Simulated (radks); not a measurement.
Species: Ir. Configuration: [Xe] 4f14 5d7 6s2. Method: scalar-relativistic Kohn-Sham, r2SCAN, spin-polarised, spherical densities, finite nucleus; open shells are filled with parallel spins first (spin-orbit coupling, left out, can overturn this in heavy ions); meta-GGA in the generalised Kohn-Sham scheme; Fermi nuclear charge, rms radius 5.4032 fm; computed with a radial shooting solver on a logarithmic mesh with Libxc functionals.

Normalised radial functions P(r) = r R(r), r in bohr:

r,4f down
0.001197,0.0000
0.001903,0.0000
0.003003,0.0000
0.004738,0.0000
0.007535,0.0000
0.01189,0.0002
0.01876,0.0011
0.02983,0.0056
0.04707,0.0252
0.07426,0.0981
0.1181,0.3178
0.1863,0.7606
0.294,1.2666
0.4676,1.3571
0.7377,0.8878
1.164,0.3422
1.851,0.0666
2.921,0.0057
4.608,0.0002
7.329,0.0000

4f down: eigenvalue -62.695 eV, 0 radial nodes, <r> = 0.534 bohr, 90 % of the charge inside 0.865 bohr.
